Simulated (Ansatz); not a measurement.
The cluster Rb4Br3, 7 atoms. Hardware: 4 threads of Arm Neoverse V2 on a shared host.

In the def2 sets Rb takes a core potential; there is no spin–orbit coupling. Correlated methods freeze 27 core orbitals; core or outer-core shells of Rb, Br are correlated, in sets that lack core-valence functions.

Problem. How many basis functions does each of these Ansatz runs have, and roughly what does it cost? PBE-D4/def2-TZVP, charge 0 doublet, energy and forces, from earlier orbitals; PBE-D4/def2-SVP, charge 0 doublet, energy, from earlier orbitals; MP2/def2-TZVP, charge 0 doublet, energy, from earlier orbitals; BHLYP-D4/def2-TZVP, charge 0 doublet, energy, from earlier orbitals; PBE0-D4/def2-TZVP, charge 0 doublet, energy, from earlier orbitals; RPA@PBE/def2-TZVP, charge 0 doublet, energy, from earlier orbitals; B2PLYP/def2-TZVP, charge 0 doublet, energy, from earlier orbitals; r2SCAN-D4/def2-TZVP, charge 0 doublet, energy, from earlier orbitals; PBE0-D4/def2-SVP, charge 0 doublet, energy, from earlier orbitals; PBE0-D4/def2-SVP, charge 0 doublet, energy with a search over starts; PBE-D4/def2-SVP, charge 0 doublet, relaxation, 9 steps; HF/STO-3G, charge 0 doublet, energy.

Solution. Other jobs shared the machine, so times can vary by a factor of up to 3. A dash marks memory too small to be measured apart from the calling script's.

| run | functions | fitting or Cholesky vectors | wall time | peak host memory (GiB) |
| --- | --- | --- | --- | --- |
| HF/STO-3G, charge 0 doublet, energy | 142 | 1375 | 6 s | 1.4 |
| PBE-D4/def2-SVP, charge 0 doublet, energy, from earlier orbitals | 192 | 2115 | 11 s | – |
| PBE-D4/def2-TZVP, charge 0 doublet, energy and forces, from earlier orbitals | 276 | 2424 | 20 s | 0.77 |
| PBE0-D4/def2-SVP, charge 0 doublet, energy, from earlier orbitals | 192 | 1834 | 20 s | 1.1 |
| PBE0-D4/def2-TZVP, charge 0 doublet, energy, from earlier orbitals | 276 | 2334 | 27 s | 1.6 |
| MP2/def2-TZVP, charge 0 doublet, energy, from earlier orbitals | 276 | 2334 | 27 s | 1.4 |
| BHLYP-D4/def2-TZVP, charge 0 doublet, energy, from earlier orbitals | 276 | 2334 | 28 s | 1.6 |
| PBE0-D4/def2-SVP, charge 0 doublet, energy with a search over starts | 192 | 1834 | 32 s | 1.1 |
| RPA@PBE/def2-TZVP, charge 0 doublet, energy, from earlier orbitals | 276 | 2334 | 39 s | 1.3 |
| B2PLYP/def2-TZVP, charge 0 doublet, energy, from earlier orbitals | 276 | 2334 | 43 s | 1.6 |
| r2SCAN-D4/def2-TZVP, charge 0 doublet, energy, from earlier orbitals | 276 | 2424 | 50 s | 1 |
| PBE-D4/def2-SVP, charge 0 doublet, relaxation, 9 steps | 192 | 2115 | 53 s | – |
